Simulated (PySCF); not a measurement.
Compound: heptafluorobutyric acid, C4HF7O2.
Z-matrix (Å and degrees, GFN2-xTB geometry), rows numbered from 1:
```
O 
C   1  1.1883
O   2  1.3141  1  127.53
C   2  1.5636  1  122.73  3  -179.97
F   4  1.3447  2  109.67  1    -9.34
F   4  1.3486  2  110.04  1  -126.76
C   4  1.5567  2  112.68  1   112.04
F   7  1.3465  4  109.72  2    64.47
F   7  1.3433  4  110.23  2  -177.73
C   7  1.5555  4  112.64  2   -55.79
F  10  1.3381  7  109.62  4    61.17
F  10  1.3254  7  110.92  4   179.91
F  10  1.3244  7  112.12  4   -58.82
H   3  0.9737  2  112.12  1     1.00
```

Computed with PBE0/pcSseg-1 in PySCF (dipole) on a GFN2-xTB geometry, gas phase.

Take the most abundant isotopes and a rigid rotor. The values belong to one conformer with, in the numbering `[O:1]=[C:2]([OH:3])[C:4]([F:5])([F:6])[C:7]([F:8])([F:9])[C:10]([F:11])([F:12])[F:13]`, O1–C2–O3–H 1°, O1–C2–C4–F5 -9°, C2–C4–C7–F8 64°.

Problem. What are A, B and C (cm⁻¹)?

Solution. Ia = 457.71, Ib = 662.15, Ic = 740.11 u·Å²; 505379 MHz·u·Å²/I gives 1104, 763.2 and 682.8 MHz, that is A = 0.03683, B = 0.02546, C = 0.02278 cm⁻¹.

Problem. Classify the top.

Solution. An asymmetric top. Ray's parameter κ = (2B − A − C)/(A − C) = -0.618; −1 is the prolate and +1 the oblate limit.

Problem. What does the inertial defect say?

Solution. Not planar: Δ = Ic − Ia − Ib = -379.75 u·Å². For a rigid frame Δ = −2 Σ m c², so Σ m c² = 189.88 u·Å² lies off the ab plane: 2.87 from hydrogen and 187.01 from heavier atoms. The atom farthest from that plane is 1.69 Å away.

Problem. Give the other two planar moments, Paa and Pbb, and the rms extents of the mass along the axes.

Solution. Paa = Σ m a² = (Ib + Ic − Ia)/2 = 472.27 and Pbb = Σ m b² = (Ia + Ic − Ib)/2 = 267.84 u·Å². With the mass M = 213.99 u, the rms extents √(P/M) along a, b and c are 1.49, 1.12, 0.94 Å.

Problem. Give the coordinates in the principal-axis frame, origin at the centre of mass.

Solution. The sense of each axis is arbitrary; atoms in the order of the calculation.
```json
{"atom": "O1", "mass (u)": "15.995", "a (Å)": "1.883", "b (Å)": "1.681", "c (Å)": "0.666"}
{"atom": "C2", "mass (u)": "12.000", "a (Å)": "1.658", "b (Å)": "0.798", "c (Å)": "-0.097"}
{"atom": "O3", "mass (u)": "15.995", "a (Å)": "1.926", "b (Å)": "0.763", "c (Å)": "-1.383"}
{"atom": "C4", "mass (u)": "12.000", "a (Å)": "0.966", "b (Å)": "-0.537", "c (Å)": "0.335"}
{"atom": "F5", "mass (u)": "18.998", "a (Å)": "0.877", "b (Å)": "-0.587", "c (Å)": "1.676"}
{"atom": "F6", "mass (u)": "18.998", "a (Å)": "1.715", "b (Å)": "-1.590", "c (Å)": "-0.049"}
{"atom": "C7", "mass (u)": "12.000", "a (Å)": "-0.459", "b (Å)": "-0.697", "c (Å)": "-0.270"}
{"atom": "F8", "mass (u)": "18.998", "a (Å)": "-0.376", "b (Å)": "-0.789", "c (Å)": "-1.611"}
{"atom": "F9", "mass (u)": "18.998", "a (Å)": "-1.025", "b (Å)": "-1.833", "c (Å)": "0.171"}
{"atom": "C10", "mass (u)": "12.000", "a (Å)": "-1.393", "b (Å)": "0.499", "c (Å)": "0.071"}
{"atom": "F11", "mass (u)": "18.998", "a (Å)": "-0.881", "b (Å)": "1.627", "c (Å)": "-0.435"}
{"atom": "F12", "mass (u)": "18.998", "a (Å)": "-2.594", "b (Å)": "0.328", "c (Å)": "-0.461"}
{"atom": "F13", "mass (u)": "18.998", "a (Å)": "-1.535", "b (Å)": "0.664", "c (Å)": "1.378"}
{"atom": "H14", "mass (u)": "1.008", "a (Å)": "2.372", "b (Å)": "1.573", "c (Å)": "-1.686"}
```

Problem. Which types of transition are allowed, and where do some lines up to J = 4 fall?

Solution. The dipole components are |μa| = 0.96 D, |μb| = 0.90 D, |μc| = 2.04 D. The squared components, which scale the intensities, stand as 0.22 : 0.19 : 1.00 (a : b : c). Some lines, for components of 0.1 D or more:

```
type  branch         J(Ka,Kc)   MHz  lower level (cm⁻¹)
   b       Q  2(1,1) ← 2(0,2)   514               0.144
   a       Q  4(1,3) ← 4(1,4)   795               0.481
   c       Q  4(3,2) ← 4(2,2)  1773               0.539
   b       Q  3(3,0) ← 3(2,1)  1853               0.342
   c       Q  4(4,1) ← 4(3,1)  2640               0.598
   b       Q  4(4,0) ← 4(3,1)  2640               0.598
   b       Q  4(4,1) ← 4(3,2)  2648               0.598
   b       R  3(0,3) ← 2(1,2)  4017               0.153
   b       R  2(2,0) ← 1(1,1)  4088               0.060
   b       R  4(0,4) ← 3(1,3)  5480               0.294
   a       R  4(1,4) ← 3(1,3)  5602               0.294
   a       R  4(3,1) ← 3(3,0)  5814               0.404
   b       R  3(3,1) ← 2(2,0)  6238               0.196
   b       R  3(3,0) ← 2(2,1)  6252               0.196
   c       R  4(2,2) ← 3(1,2)  6857               0.310
   b       R  4(3,2) ← 3(2,1)  7658               0.342
```

Whether it is a minimum is left open (no frequencies). Constants of a rigid frame at the computed geometry: no zero-point averaging, no centrifugal distortion.
